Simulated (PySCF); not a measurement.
# Re (rhenium, neutral) across methods

[Xe] 4f14 5d5 6s2, high-spin 6S determinant. All numbers are calculated (PySCF 2.14, the spin-free X2C one-electron Hamiltonian (Gaussian nucleus), in x2c-TZVPPall (11s7p7d3f1g, 97 functions)).

| method | E (hartree) | mean ε 5d α (eV) | mean ε 6s α (eV) | mean ε 6s β (eV) | Σ⟨r²⟩ (bohr²) | ⟨S²⟩ |
| --- | --- | --- | --- | --- | --- | --- |
| PBE0 | -16693.32 | -7.940 | -7.276 | -5.419 | 67.96 | 8.767 |
| LDA | -16682.96 | -6.548 | -6.751 | -5.178 | 67.74 | 8.761 |
| PBE | -16693.55 | -6.443 | -6.565 | -4.845 | 68.05 | 8.763 |
| r2SCAN | -16693.64 | -6.920 | -6.933 | -4.962 | 68.10 | 8.786 |
| UHF | -16688.22700 | -12.094 | -8.921 | -6.116 | 70.19 | 8.806 |

Spin-orbit coupling, which splits the p, d and f shells strongly at this Z, is absent.
